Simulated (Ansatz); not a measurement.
C6H12O3, triplet, at the geometry of the source list (a higher spin typed on purpose: for a closed-shell molecule this is an excited state); PBE0/STO-3G in Ansatz (an electronic-structure program).

The Ansatz input:
Ansatz 0.2 input:
```yaml
crystal:
  periodic: [false, false, false]
  atoms:
    - {symbol: C, position_ang: [3.14610000, 1.08270000, 0.21070000]}
    - {symbol: O, position_ang: [2.18850000, 0.09440000, 0.48860000]}
    - {symbol: C, position_ang: [0.94080000, 0.36990000, -0.09480000]}
    - {symbol: C, position_ang: [-0.04980000, -0.72150000, 0.32480000]}
    - {symbol: C, position_ang: [0.40140000, -2.09790000, -0.13270000]}
    - {symbol: O, position_ang: [-1.32670000, -0.45940000, -0.26930000]}
    - {symbol: C, position_ang: [-2.10780000, 0.45840000, 0.30800000]}
    - {symbol: C, position_ang: [-3.41360000, 0.58520000, -0.43330000]}
    - {symbol: O, position_ang: [-1.80060000, 1.08720000, 1.28570000]}
    - {symbol: H, position_ang: [2.83200000, 2.06110000, 0.59500000]}
    - {symbol: H, position_ang: [3.32450000, 1.17160000, -0.86900000]}
    - {symbol: H, position_ang: [4.06360000, 0.77410000, 0.70670000]}
    - {symbol: H, position_ang: [1.02230000, 0.38870000, -1.19430000]}
    - {symbol: H, position_ang: [0.56490000, 1.34810000, 0.24130000]}
    - {symbol: H, position_ang: [-0.15510000, -0.68790000, 1.41630000]}
    - {symbol: H, position_ang: [-0.32320000, -2.85000000, 0.16750000]}
    - {symbol: H, position_ang: [0.49820000, -2.11360000, -1.21490000]}
    - {symbol: H, position_ang: [1.36450000, -2.31720000, 0.31780000]}
    - {symbol: H, position_ang: [-3.21760000, 0.88920000, -1.45840000]}
    - {symbol: H, position_ang: [-4.04280000, 1.31850000, 0.06010000]}
    - {symbol: H, position_ang: [-3.90970000, -0.38160000, -0.45580000]}
basis:
  gaussian:
    orbitals: STO-3G
hamiltonian:
  xc: pbe0
magnetization: {spin_polarized: true, initial_magnetization: 2}
```

Write the output that Ansatz gives for this input, abridged.


```
Functional definition: PBE0
824 factors; integrals over basis functions are off by at most 4.6e-5 eV
mean field evaluation 1: about -12368.3243 eV, gradient 2.6e1 eV
mean field evaluation 2: about -12107.9141 eV, gradient 1.3e2 eV
mean field evaluation 4: about -12378.5039 eV, gradient 8.8e0 eV
mean field evaluation 8: about -12379.1263 eV, gradient 1.8e-1 eV
mean field evaluation 16: about -12379.1144 eV, gradient 3.4e-3 eV
mean field evaluation 32: about -12379.0272 eV, gradient 1.4e0 eV
mean field -12379.11435554 eV, -454.9240617008 hartree, gradient 1.4e-5 eV, S^2 2.002182; 2 other end points of the search recorded, 0 dependent functions left out
reference -12379.11438115 eV, -454.9240626423 hartree; 37, 35 occupied and 20, 22 virtual orbitals, 824 factors
Total energy: -12379.11438115 eV, -454.9240626423 hartree
```
